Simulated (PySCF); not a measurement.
Isomers of C6H14OP2, mass 164.052 u with the commonest isotopes. Level of theory: PBE0/pcSseg-1 in PySCF (dipole) on a GFN2-xTB geometry, gas phase. One conformer each, none proved a minimum here; rigid rotors.

Question: Order these by dipole moment, smallest first.
A. `[CH2:1]=[C:2]([CH3:3])[P@:4](=[O:5])([CH2:6][CH3:7])[CH2:8][PH2:9]` with C1–C2–P4–O5 -7°, C2–P4–C6–C7 69°, C2–P4–C8–P9 171°, P4–C8–P9–H 61° and 154°
B. `[CH3:1][P:2]([CH3:3])[P:4]1[CH2:5][CH2:6][O:7][CH2:8][CH2:9]1` with C1–P2–P4–C5 -178°, P2–P4–C5–C6 154°, P4–C5–C6–O7 -65°, C5–C6–O7–C8 66°, C6–O7–C8–C9 -66°
C. `[CH3:1][CH2:2][P:3]1(=[O:4])[CH2:5][CH2:6][PH:7][CH2:8][CH2:9]1` with C1–C2–P3–O4 180°, C2–P3–C5–C6 -178°, P3–C5–C6–P7 67°, C5–C6–P7–C8 -57°, C6–P7–C8–C9 58°
D. `[CH2:1]=[P:2]1([CH2:3][PH2:4])[CH2:5][CH2:6][O:7][CH2:8][CH2:9]1` with C1–P2–C3–P4 -167°, P2–C3–P4–H 80° and 172°, C1–P2–C5–C6 -149°, P2–C5–C6–O7 52°, C5–C6–O7–C8 -71°, C6–O7–C8–C9 72°

Answer: B (1.37 D), D (3.01 D), A (3.71 D), C (4.01 D).

Question: Order these by rotational constant C, smallest first.
A. `[CH2:1]=[P:2]1([CH2:3][PH2:4])[CH2:5][CH2:6][O:7][CH2:8][CH2:9]1` with C1–P2–C3–P4 -167°, P2–C3–P4–H 80° and 172°, C1–P2–C5–C6 -149°, P2–C5–C6–O7 52°, C5–C6–O7–C8 -71°, C6–O7–C8–C9 72°
B. `[CH3:1][P:2]([CH3:3])[P:4]1[CH2:5][CH2:6][O:7][CH2:8][CH2:9]1` with C1–P2–P4–C5 -178°, P2–P4–C5–C6 154°, P4–C5–C6–O7 -65°, C5–C6–O7–C8 66°, C6–O7–C8–C9 -66°
C. `[CH2:1]=[C:2]([CH3:3])[P@:4](=[O:5])([CH2:6][CH3:7])[CH2:8][PH2:9]` with C1–C2–P4–O5 -7°, C2–P4–C6–C7 69°, C2–P4–C8–P9 171°, P4–C8–P9–H 61° and 154°

Answer: B (613.5 MHz), C (721.3 MHz), A (805.9 MHz).

Question: Order these by rotational constant A, smallest first.
A. `[CH3:1][CH2:2][P:3]1(=[O:4])[CH2:5][CH2:6][PH:7][CH2:8][CH2:9]1` with C1–C2–P3–O4 180°, C2–P3–C5–C6 -178°, P3–C5–C6–P7 67°, C5–C6–P7–C8 -57°, C6–P7–C8–C9 58°
B. `[CH3:1][P:2]([CH3:3])[P:4]1[CH2:5][CH2:6][O:7][CH2:8][CH2:9]1` with C1–P2–P4–C5 -178°, P2–P4–C5–C6 154°, P4–C5–C6–O7 -65°, C5–C6–O7–C8 66°, C6–O7–C8–C9 -66°
C. `[CH2:1]=[P:2]1([CH2:3][PH2:4])[CH2:5][CH2:6][O:7][CH2:8][CH2:9]1` with C1–P2–C3–P4 -167°, P2–C3–P4–H 80° and 172°, C1–P2–C5–C6 -149°, P2–C5–C6–O7 52°, C5–C6–O7–C8 -71°, C6–O7–C8–C9 72°
D. `[CH2:1]=[C:2]([CH3:3])[P@:4](=[O:5])([CH2:6][CH3:7])[CH2:8][PH2:9]` with C1–C2–P4–O5 -7°, C2–P4–C6–C7 69°, C2–P4–C8–P9 171°, P4–C8–P9–H 61° and 154°

Answer: C (1302 MHz), D (1529 MHz), A (1919 MHz), B (2403 MHz).

| SMILES | point group | Ia (u·Å²) | Ib (u·Å²) | Ic (u·Å²) | κ | μa (D) | μb (D) | μc (D) |
| --- | --- | --- | --- | --- | --- | --- | --- | --- |
| C=C(C)[P@](=O)(CC)CP | C1 | 330.54 | 619.37 | 700.64 | -0.77 | 1.39 | 1.29 | 3.19 |
| C=P1(CP)CCOCC1 | C1 | 388.22 | 465.89 | 627.08 | 0.12 | 3.01 | 0.10 | 0.08 |
| CP(C)P1CCOCC1 | Cs | 210.29 | 697.26 | 823.81 | -0.88 | 1.12 | 0.00 | 0.79 |
| CCP1(=O)CCPCC1 | – | 263.40 | 636.19 | 637.65 | -1.00 | 1.68 | 3.37 | 1.38 |
